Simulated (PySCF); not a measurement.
**Si⁺ (silicon, charge +1) across methods**

[Ne] 3s2 3p1, 2P determinant. All numbers are calculated (PySCF 2.14, scalar relativity by spin-free X2C-1e, in x2c-QZVPPall with one added diffuse shell each of s, p, d, f type (10s7p5d3f1g, 86 functions)).

```json
{"method": "UHF", "E (hartree)": "-289.18310", "mean ε 3s α (eV)": "-24.130", "mean ε 3s β (eV)": "-21.724", "mean ε 3p α (eV)": "-16.211", "Σ⟨r²⟩ (bohr²)": "20.02", "⟨S²⟩": "0.766"}
{"method": "BP86", "E (hartree)": "-289.7173", "mean ε 3s α (eV)": "-19.405", "mean ε 3s β (eV)": "-18.584", "mean ε 3p α (eV)": "-12.245", "Σ⟨r²⟩ (bohr²)": "19.64", "⟨S²⟩": "0.754"}
{"method": "PBE0", "E (hartree)": "-289.5670", "mean ε 3s α (eV)": "-20.711", "mean ε 3s β (eV)": "-19.524", "mean ε 3p α (eV)": "-13.332", "Σ⟨r²⟩ (bohr²)": "19.70", "⟨S²⟩": "0.756"}
{"method": "PBE", "E (hartree)": "-289.5445", "mean ε 3s α (eV)": "-19.313", "mean ε 3s β (eV)": "-18.425", "mean ε 3p α (eV)": "-12.190", "Σ⟨r²⟩ (bohr²)": "19.71", "⟨S²⟩": "0.754"}
{"method": "M06-2X", "E (hartree)": "-289.6816", "mean ε 3s α (eV)": "-21.810", "mean ε 3s β (eV)": "-20.704", "mean ε 3p α (eV)": "-14.033", "Σ⟨r²⟩ (bohr²)": "19.69", "⟨S²⟩": "0.753"}
{"method": "LDA", "E (hartree)": "-288.5199", "mean ε 3s α (eV)": "-19.412", "mean ε 3s β (eV)": "-18.568", "mean ε 3p α (eV)": "-12.070", "Σ⟨r²⟩ (bohr²)": "19.71", "⟨S²⟩": "0.752"}
{"method": "B97-3", "E (hartree)": "-289.6597", "mean ε 3s α (eV)": "-20.737", "mean ε 3s β (eV)": "-19.580", "mean ε 3p α (eV)": "-13.233", "Σ⟨r²⟩ (bohr²)": "19.65", "⟨S²⟩": "0.754"}
{"method": "M06-L", "E (hartree)": "-289.6738", "mean ε 3s α (eV)": "-19.628", "mean ε 3s β (eV)": "-18.489", "mean ε 3p α (eV)": "-12.287", "Σ⟨r²⟩ (bohr²)": "19.44", "⟨S²⟩": "0.755"}
```

Task: Estimate the same row for r2SCAN.

Result: E (hartree) = -289.6548; mean ε 3s α (eV) = -19.567; mean ε 3s β (eV) = -18.558; mean ε 3p α (eV) = -12.563; Σ⟨r²⟩ (bohr²) = 19.72; ⟨S²⟩ = 0.760.
